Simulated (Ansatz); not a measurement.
Wavefunction ladder for `CC(S)BO`

Cartesian coordinates in Å:
```
C 0.922 -0.780 0.725
C 0.445 0.349 -0.172
S -0.040 1.757 0.908
B -0.900 0.115 -0.956
O -1.755 -0.896 -0.684
H 1.802 -0.493 1.305
H 0.153 -1.081 1.445
H 1.188 -1.654 0.124
H 1.260 0.688 -0.813
H -0.394 2.607 -0.071
H -1.230 0.870 -1.828
H -1.452 -1.482 0.015
```

Total charge 0; spin multiplicity 1. The geometry is a stationary point of PBE0-D4/def2-TZVP. It is one conformer, not always the lowest. Frozen core, restricted reference, the Gaussian-basis code of Ansatz. CBS rows extrapolate triple and quadruple zeta; past MP2 they add the triple-zeta difference.

```csv
basis,HF (Eh),MP2 corr.
def2-TZVPP,-577.02346,-0.87141
def2-QZVPP,-577.04330,-0.93503
```

**Question.** Estimate the CCSD correlation energy and the (T) correction in each basis where they were run (hartree).

**Answer.** 
| basis | CCSD corr. | (T) |
| --- | --- | --- |
| def2-TZVPP | -0.91991 | -0.03772 |
| CBS(def2) | -1.03066 | as TZ |
